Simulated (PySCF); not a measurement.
## Atomic charges by several schemes

Compound: C₇H₆F₃N.
Atom-mapped SMILES: `[F:1][C:2]([F:3])([F:4])[CH2:5][c:6]1[cH:7][cH:8][cH:9][n:10][cH:11]1` (hydrogens: H12, H13 on C5; H14 on C7; H15 on C8; H16 on C9; H17 on C11)

Cartesian coordinates in Å at the PBE0-D3(BJ)/def2-SVP level; atoms count from 1:
```xyz
17
C7H6F3N angstrom
F     -1.9841   -1.5859    0.8585
C     -2.3243   -0.3951    0.3517
F     -2.2965    0.4889    1.3499
F     -3.5876   -0.4868   -0.0730
C     -1.4082    0.0108   -0.7799
C      0.0216    0.1670   -0.3531
C      0.8675   -0.9324   -0.1891
C      2.1754   -0.7217    0.2338
C      2.5907    0.5865    0.4823
N      1.7967    1.6429    0.3351
C      0.5493    1.4311   -0.0674
H     -1.8027    0.9539   -1.1839
H     -1.5118   -0.7543   -1.5633
H      0.5025   -1.9429   -0.3899
H      2.8657   -1.5568    0.3694
H      3.6158    0.7868    0.8147
H     -0.0863    2.3188   -0.1789
```

Density: PBE0/pcSseg-1 (PySCF); schemes: Mulliken, IAO, Hirshfeld and ESP-fitted. Isolated species at its PBE0-D3(BJ)/def2-SVP geometry (one conformer only).

Task: Which atoms carry the highest charge in the Mulliken, IAO, Hirshfeld and ESP-fitted schemes?

Result: All schemes agree: Mulliken C2 (+0.797); IAO C2 (+0.815); Hirshfeld C2 (+0.259); ESP-fitted C2 (+0.741).

Task: Do the Mulliken, IAO, Hirshfeld and ESP-fitted schemes agree on where the charge is lowest?

Result: The schemes don't all agree: Mulliken C6 (-0.426); IAO C5 (-0.312); Hirshfeld N10 (-0.161); ESP-fitted N10 (-0.686).

Task: Give the atomic charges in each scheme.

Result: In e:

| atom | environment | Mulliken | IAO | Hirshfeld | ESP-fitted |
| --- | --- | --- | --- | --- | --- |
| F1 | fluorine of a CF3 group | -0.268 | -0.286 | -0.090 | -0.222 |
| C2 | CF3 carbon | +0.797 | +0.815 | +0.259 | +0.741 |
| F3 | fluorine of a CF3 group | -0.261 | -0.280 | -0.090 | -0.214 |
| F4 | fluorine of a CF3 group | -0.267 | -0.284 | -0.093 | -0.227 |
| C5 | benzylic-type carbon | -0.195 | -0.312 | -0.093 | -0.597 |
| C6 | substituted aromatic carbon | -0.426 | -0.033 | -0.011 | -0.138 |
| C7 | aromatic CH carbon | +0.087 | -0.121 | -0.035 | +0.169 |
| C8 | aromatic CH carbon | -0.177 | -0.176 | -0.049 | -0.591 |
| C9 | aromatic CH next to a ring nitrogen | +0.149 | -0.006 | +0.020 | +0.494 |
| N10 | pyridine-type nitrogen | -0.414 | -0.271 | -0.161 | -0.686 |
| C11 | aromatic CH next to a ring nitrogen | +0.248 | -0.007 | +0.015 | +0.428 |
| H12 | methylene hydrogen | +0.157 | +0.169 | +0.057 | +0.203 |
| H13 | methylene hydrogen | +0.162 | +0.169 | +0.056 | +0.211 |
| H14 | aromatic hydrogen | +0.087 | +0.158 | +0.054 | +0.117 |
| H15 | aromatic hydrogen | +0.107 | +0.160 | +0.058 | +0.222 |
| H16 | aromatic hydrogen | +0.116 | +0.156 | +0.054 | +0.040 |
| H17 | aromatic hydrogen | +0.097 | +0.150 | +0.050 | +0.049 |

Mean size of the charges over all atoms: ESP-fitted 0.315 e, Mulliken 0.236 e, IAO 0.209 e, Hirshfeld 0.073 e. Each set sums to the total charge, 0, to within 0.001 e. The Mulliken scheme gives each basis function's population to the atom it is centred on and halves the overlap population of two atoms between them. The Hirshfeld scheme divides the density at each point in proportion to the densities of the neutral, spherically averaged free atoms.

Task: How closely do the schemes follow one another over all atoms?

Result: Correlation coefficient and root-mean-square difference: IAO with Hirshfeld 0.98, 0.183 e; Mulliken with Hirshfeld 0.90, 0.212 e; Mulliken with IAO 0.88, 0.140 e; Mulliken with ESP-fitted 0.86, 0.200 e; Hirshfeld with ESP-fitted 0.83, 0.310 e; IAO with ESP-fitted 0.77, 0.244 e.

Task: Sum the charges by element, for elements with more than one atom.

Result: 
```csv
element,atoms,Mulliken,IAO,Hirshfeld,ESP-fitted
F,3,-0.795,-0.850,-0.274,-0.662
C,7,+0.483,+0.159,+0.105,+0.507
H,6,+0.725,+0.962,+0.329,+0.841
```
